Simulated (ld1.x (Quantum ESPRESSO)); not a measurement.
Pseudopotential generation for thulium: TM semilocal, PBE, scalar-relativistic.

The input file (ld1.x (Quantum ESPRESSO) 7.5):

```
&input
   title='Tm', zed=69., rel=1, dft='PBE', iswitch=3,
   config='[Xe] 4f13 5d0 6s0 6p0',
   nld=4, rlderiv=2.35, eminld=-16.0, emaxld=5.0, deld=0.04
 /
 &inputp
   pseudotype=1, tm=.true., lloc=2,
   nlcc=.false.,
   file_pseudopw='Tm.pp', file_wfcaegen='ae.wfc', file_wfcncgen='nc.wfc'
 /
4
5S  1  0   2.00   0.00  1.15  1.15  0.0
5P  2  1   6.00   0.00  2.15  2.15  0.0
4F  4  3  13.00   0.00  0.85  0.85  0.0
4D  3  2  10.00   0.00  0.90  0.90  0.0
 &test
   configts(1)='4d10 4f13 5s2 5p6 5d0 6s0 6p0'
 /
```

Command:

```bash
ld1.x < Tm.in > Tm.out
```

Output (shortened: banner, matrices, multipoles, cross overlaps and the repeated all-electron block are left out):

```
Program LD1 v.7.5
     --------------------------- All-electron run ----------------------------

     Tm
     scalar relativistic calculation

     atomic number is 69.00
     dft =PBE   lsd =0 sic =0 latt =0  beta=0.20 tr2=1.0E-14
     Exchange-correlation= PBE
                           (   1   4   3   4   0   0   0)
     mesh =1269 r(mesh) = 101.07810 a.u. xmin = -7.00 dx = 0.01250
     1 Ry =  13.60569312 eV, c = 137.03599908

     n l     nl                  e(Ry)          e(Ha)          e(eV)
     1 0     1S 1( 2.00)     -4358.9405     -2179.4703    -59306.4073
     2 0     2S 1( 2.00)      -736.2955      -368.1477    -10017.8103
     2 1     2P 1( 6.00)      -650.1630      -325.0815     -8845.9188
     3 0     3S 1( 2.00)      -166.2954       -83.1477     -2262.5636
     3 1     3P 1( 6.00)      -140.2184       -70.1092     -1907.7681
     4 0     4S 1( 2.00)       -33.6083       -16.8042      -457.2644
     4 1     4P 1( 6.00)       -25.0427       -12.5214      -340.7234
     3 2     3D 1(10.00)      -108.0494       -54.0247     -1470.0873
     5 0     5S 1( 2.00)        -4.9984        -2.4992       -68.0069
     5 1     5P 1( 6.00)        -3.0474        -1.5237       -41.4614
     4 2     4D 1(10.00)       -13.6738        -6.8369      -186.0421
     4 3     4F 1(13.00)        -1.2902        -0.6451       -17.5541
     5 2     5D 1( 0.00)        -0.9872        -0.4936       -13.4312
     6 0     6S 1( 0.00)        -1.1075        -0.5538       -15.0684
     6 1     6P 1( 0.00)        -0.7624        -0.3812       -10.3735

     final scf error:  7.9E-15 reached in  35 iterations

     Etot =  -27133.583487 Ry,  -13566.791744 Ha, -369171.210254 eV

     Ekin =   29496.611011 Ry,   14748.305505 Ha,  401321.837583 eV
     Encl =  -66624.344835 Ry,  -33312.172418 Ha, -906470.390352 eV
     Eh   =   10563.839660 Ry,    5281.919830 Ha,  143728.360615 eV
     Exc  =    -569.689323 Ry,    -284.844661 Ha,   -7751.018100 eV

     normalization and overlap integrals

     s(1S/1S) =  1.000000  <r> =   0.0200  <r2> =    0.0005  r(max) =   0.0126
     s(2S/2S) =  1.000000  <r> =   0.0849  <r2> =    0.0085  r(max) =   0.0718
     s(2P/2P) =  1.000000  <r> =   0.0754  <r2> =    0.0069  r(max) =   0.0588
     s(3S/3S) =  1.000000  <r> =   0.2209  <r2> =    0.0558  r(max) =   0.2026
     s(3P/3P) =  1.000000  <r> =   0.2203  <r2> =    0.0562  r(max) =   0.2001
     s(4S/4S) =  1.000000  <r> =   0.4978  <r2> =    0.2798  r(max) =   0.4623
     s(4P/4P) =  1.000000  <r> =   0.5285  <r2> =    0.3179  r(max) =   0.4860
     s(3D/3D) =  1.000000  <r> =   0.1999  <r2> =    0.0469  r(max) =   0.1638
     s(5S/5S) =  1.000000  <r> =   1.2293  <r2> =    1.7028  r(max) =   1.0952
     s(5P/5P) =  1.000000  <r> =   1.4625  <r2> =    2.4355  r(max) =   1.2566
     s(4D/4D) =  1.000000  <r> =   0.5718  <r2> =    0.3798  r(max) =   0.4983
     s(4F/4F) =  1.000000  <r> =   0.7995  <r2> =    0.8750  r(max) =   0.4983
     s(5D/5D) =  1.000000  <r> =   2.4329  <r2> =    6.9864  r(max) =   1.8746
     s(6S/6S) =  1.000000  <r> =   3.2641  <r2> =   11.9114  r(max) =   2.9400
     s(6P/6P) =  1.000000  <r> =   4.0560  <r2> =   18.4404  r(max) =   3.6360

     ------------------------ End of All-electron run ------------------------

     --------------------- Generating NC pseudopotential ---------------------

      Generating local pot.: lloc=2, matching radius rcloc =   0.9000

      Wfc   5S  rcut= 1.151  Using Troullier-Martins method

      Wfc   5P  rcut= 2.151  Using Troullier-Martins method

      Wfc   4F  rcut= 0.853  Using Troullier-Martins method

     ------------------- End of pseudopotential generation -------------------

     Computing logarithmic derivative in   2.36236
     Computing logarithmic derivative in   2.36236
     Computing the partial wave expansion
     R is outside the sphere for l=    0 j= 0.00
     R is outside the sphere for l=    1 j= 0.00
       no projector for channel:   2
     R is outside the sphere for l=    3 j= 0.00

     ---------------------- Testing the pseudopotential ----------------------

     Tm
     scalar relativistic calculation

     atomic number is 69.00   valence charge is 33.00
     dft =PBE   lsd =0 sic =0 latt =0  beta=0.20 tr2=1.0E-14
     mesh =1269 r(mesh) = 101.07810 xmin = -7.00 dx = 0.01250

     n l     nl             e AE (Ry)        e PS (Ry)    De AE-PS (Ry)
     3 2     4D   1(10.00)      -13.67384      -13.67393        0.00009
     4 3     4F   1(13.00)       -1.29020       -1.29002       -0.00018
     1 0     5S   1( 2.00)       -4.99841       -4.99848        0.00007
     2 1     5P   1( 6.00)       -3.04736       -3.04736        0.00000
     4 2     5D   1( 0.00)       -0.98717       -0.98248       -0.00470
     2 0     6S   1( 0.00)       -1.10751       -1.11202        0.00451
     3 1     6P   1( 0.00)       -0.76244       -0.77522        0.01278  !

     eps = 5.0E-15  iter = 23

     Etot =  -27133.583487 Ry,  -13566.791744 Ha, -369171.210254 eV
     Etotps = -1183.886847 Ry,    -591.943424 Ha,  -16107.601133 eV

     Ekin =     942.099553 Ry,     471.049776 Ha,   12817.917409 eV
     Encl =   -2974.713575 Ry,   -1487.356788 Ha,  -40473.040032 eV
     Ehrt =    1026.258270 Ry,     513.129135 Ha,   13962.955081 eV
     Ecxc =     -78.551162 Ry,     -39.275581 Ha,   -1068.743006 eV
     Epseu=     -98.979932 Ry,     -49.489966 Ha,   -1346.690585 eV

     ---------------------- End of pseudopotential test ----------------------
```

Generation and configuration tests took about 4.3 s on one core of a shared server CPU.

Transferability test of the new file with ld1.x, input:

```
&input
   title='Tm', zed=69., rel=1, dft='PBE', iswitch=2,
   config='[Xe] 4f13 5d0 6s0 6p0'
 /
 &test
   file_pseudo='Tm.pp', nconf=8,
   configts(1)='4d10 4f13 5s2 5p6 5d0 6s0 6p0',
   configts(2)='4d10 4f13 5s2 5p6 5d0 6s2 6p0',
   configts(3)='4d10 4f13 5s2 5p6 5d0 6s1 6p0',
   configts(4)='4d10 4f12 5s2 5p6 5d0 6s0 6p0',
   configts(5)='4d10 4f13 5s2 5p6 5d1 6s0 6p0',
   configts(6)='4d10 4f12 5s2 5p6 5d1 6s1 6p0',
   configts(7)='4d10 4f13 5s2 5p5 5d0 6s2 6p0',
   configts(8)='4d10 4f13 5s2 5p6 5d0 6s1 6p1'
 /
```

```bash
ld1.x < Tm.test.in > Tm.test.out
```

Pseudopotential blocks of its output, shortened (energy terms left out):

```
     ---------------------- Testing the pseudopotential ----------------------

     n l     nl             e AE (Ry)        e PS (Ry)    De AE-PS (Ry)
     3 2     4D   1(10.00)      -13.67384      -13.67393        0.00009
     4 3     4F   1(13.00)       -1.29020       -1.29002       -0.00018
     1 0     5S   1( 2.00)       -4.99841       -4.99848        0.00007
     2 1     5P   1( 6.00)       -3.04736       -3.04736        0.00000
     4 2     5D   1( 0.00)       -0.98717       -0.98248       -0.00470
     2 0     6S   1( 0.00)       -1.10751       -1.11202        0.00451
     3 1     6P   1( 0.00)       -0.76244       -0.77522        0.01278  !

     eps = 6.8E-15  iter = 29

     Etot =  -27133.583487 Ry,  -13566.791744 Ha, -369171.210254 eV
     Etotps = -1183.886844 Ry,    -591.943422 Ha,  -16107.601093 eV

     ---------------------- End of pseudopotential test ----------------------

          ---------------------- Testing the pseudopotential ----------------------

     n l     nl             e AE (Ry)        e PS (Ry)    De AE-PS (Ry)
     3 2     4D   1(10.00)      -12.61278      -12.61070       -0.00207
     4 3     4F   1(13.00)       -0.22716       -0.22387       -0.00329
     1 0     5S   1( 2.00)       -3.92295       -3.91849       -0.00446
     2 1     5P   1( 6.00)       -1.97713       -1.97346       -0.00367
     4 2     5D   1( 0.00)       -0.05795       -0.05329       -0.00465
     2 0     6S   1( 2.00)       -0.28474       -0.28502        0.00028
     3 1     6P   1( 0.00)       -0.08229       -0.08322        0.00093

     eps = 7.5E-15  iter = 33

     Etot =  -27134.947358 Ry,  -13567.473679 Ha, -369189.766667 eV
     Etotps = -1185.255330 Ry,    -592.627665 Ha,  -16126.220290 eV
     dEtot_ae =      -1.363871 Ry
     dEtot_ps =      -1.368486 Ry,   Delta E=       0.004615 Ry

     ---------------------- End of pseudopotential test ----------------------

          ---------------------- Testing the pseudopotential ----------------------

     n l     nl             e AE (Ry)        e PS (Ry)    De AE-PS (Ry)
     3 2     4D   1(10.00)      -13.10094      -13.09974       -0.00119
     4 3     4F   1(13.00)       -0.71642       -0.71440       -0.00202
     1 0     5S   1( 2.00)       -4.41771       -4.41513       -0.00258
     2 1     5P   1( 6.00)       -2.47088       -2.46878       -0.00211
     4 2     5D   1( 0.00)       -0.48238       -0.47732       -0.00506  !
     2 0     6S   1( 1.00)       -0.67366       -0.67564        0.00198
     3 1     6P   1( 0.00)       -0.40459       -0.40989        0.00531  !

     eps = 7.5E-15  iter = 23

     Etot =  -27134.472786 Ry,  -13567.236393 Ha, -369183.309785 eV
     Etotps = -1184.779592 Ry,    -592.389796 Ha,  -16119.747541 eV
     dEtot_ae =      -0.889299 Ry
     dEtot_ps =      -0.892748 Ry,   Delta E=       0.003448 Ry

     ---------------------- End of pseudopotential test ----------------------

          ---------------------- Testing the pseudopotential ----------------------

     n l     nl             e AE (Ry)        e PS (Ry)    De AE-PS (Ry)
     3 2     4D   1(10.00)      -15.08124      -15.07179       -0.00945  !
     4 3     4F   1(12.00)       -2.62687       -2.61364       -0.01324  !
     1 0     5S   1( 2.00)       -6.16400       -6.14885       -0.01514  !
     2 1     5P   1( 6.00)       -4.13349       -4.12997       -0.00351
     4 2     5D   1( 0.00)       -1.83937       -1.82920       -0.01017  !
     2 0     6S   1( 0.00)       -1.76110       -1.76808        0.00698  !
     3 1     6P   1( 0.00)       -1.31400       -1.34593        0.03192  !

     eps = 4.8E-15  iter = 30

     Etot =  -27131.641578 Ry,  -13565.820789 Ha, -369144.789227 eV
     Etotps = -1181.953506 Ry,    -590.976753 Ha,  -16081.296688 eV
     dEtot_ae =       1.941910 Ry
     dEtot_ps =       1.933338 Ry,   Delta E=       0.008572 Ry

     ---------------------- End of pseudopotential test ----------------------

          ---------------------- Testing the pseudopotential ----------------------

     n l     nl             e AE (Ry)        e PS (Ry)    De AE-PS (Ry)
     3 2     4D   1(10.00)      -12.99573      -12.99967        0.00394
     4 3     4F   1(13.00)       -0.60915       -0.61224        0.00309
     1 0     5S   1( 2.00)       -4.30208       -4.30497        0.00290
     2 1     5P   1( 6.00)       -2.36230       -2.36566        0.00336
     4 2     5D   1( 1.00)       -0.41635       -0.41456       -0.00179
     2 0     6S   1( 0.00)       -0.62698       -0.63075        0.00377
     3 1     6P   1( 0.00)       -0.37412       -0.37983        0.00572  !

     eps = 7.7E-15  iter = 25

     Etot =  -27134.271495 Ry,  -13567.135747 Ha, -369180.571072 eV
     Etotps = -1184.571820 Ry,    -592.285910 Ha,  -16116.920663 eV
     dEtot_ae =      -0.688007 Ry
     dEtot_ps =      -0.684976 Ry,   Delta E=      -0.003032 Ry

     ---------------------- End of pseudopotential test ----------------------

          ---------------------- Testing the pseudopotential ----------------------

     n l     nl             e AE (Ry)        e PS (Ry)    De AE-PS (Ry)
     3 2     4D   1(10.00)      -13.64150      -13.63759       -0.00390
     4 3     4F   1(12.00)       -1.18910       -1.18025       -0.00885  !
     1 0     5S   1( 2.00)       -4.72459       -4.71234       -0.01225  !
     2 1     5P   1( 6.00)       -2.71983       -2.71874       -0.00109
     4 2     5D   1( 1.00)       -0.59078       -0.58471       -0.00607  !
     2 0     6S   1( 1.00)       -0.73014       -0.73364        0.00349
     3 1     6P   1( 0.00)       -0.43630       -0.44620        0.00990  !

     eps = 6.7E-15  iter = 24

     Etot =  -27134.059393 Ry,  -13567.029697 Ha, -369177.685287 eV
     Etotps = -1184.368661 Ry,    -592.184331 Ha,  -16114.156551 eV
     dEtot_ae =      -0.475906 Ry
     dEtot_ps =      -0.481817 Ry,   Delta E=       0.005911 Ry

     ---------------------- End of pseudopotential test ----------------------

          ---------------------- Testing the pseudopotential ----------------------

     n l     nl             e AE (Ry)        e PS (Ry)    De AE-PS (Ry)
     3 2     4D   1(10.00)      -13.49134      -13.48232       -0.00902  !
     4 3     4F   1(13.00)       -1.10086       -1.09401       -0.00685  !
     1 0     5S   1( 2.00)       -4.79825       -4.79459       -0.00365
     2 1     5P   1( 5.00)       -2.81333       -2.80978       -0.00355
     4 2     5D   1( 0.00)       -0.68104       -0.67125       -0.00979  !
     2 0     6S   1( 2.00)       -0.79214       -0.79410        0.00196
     3 1     6P   1( 0.00)       -0.47734       -0.48673        0.00938  !

     eps = 1.8E-15  iter = 22

     Etot =  -27132.566093 Ry,  -13566.283046 Ha, -369157.367896 eV
     Etotps = -1182.875169 Ry,    -591.437585 Ha,  -16093.836558 eV
     dEtot_ae =       1.017395 Ry
     dEtot_ps =       1.011675 Ry,   Delta E=       0.005720 Ry

     ---------------------- End of pseudopotential test ----------------------

          ---------------------- Testing the pseudopotential ----------------------

     n l     nl             e AE (Ry)        e PS (Ry)    De AE-PS (Ry)
     3 2     4D   1(10.00)      -12.72553      -12.71794       -0.00759  !
     4 3     4F   1(13.00)       -0.34072       -0.33226       -0.00846  !
     1 0     5S   1( 2.00)       -4.04069       -4.03159       -0.00910  !
     2 1     5P   1( 6.00)       -2.09388       -2.08551       -0.00837  !
     4 2     5D   1( 0.00)       -0.13641       -0.12806       -0.00835  !
     2 0     6S   1( 1.00)       -0.34910       -0.34724       -0.00186
     3 1     6P   1( 1.00)       -0.13167       -0.13155       -0.00012

     eps = 6.2E-15  iter = 33

     Etot =  -27134.737379 Ry,  -13567.368690 Ha, -369186.909758 eV
     Etotps = -1185.046521 Ry,    -592.523260 Ha,  -16123.379296 eV
     dEtot_ae =      -1.153892 Ry
     dEtot_ps =      -1.159677 Ry,   Delta E=       0.005784 Ry

     ---------------------- End of pseudopotential test ----------------------
```
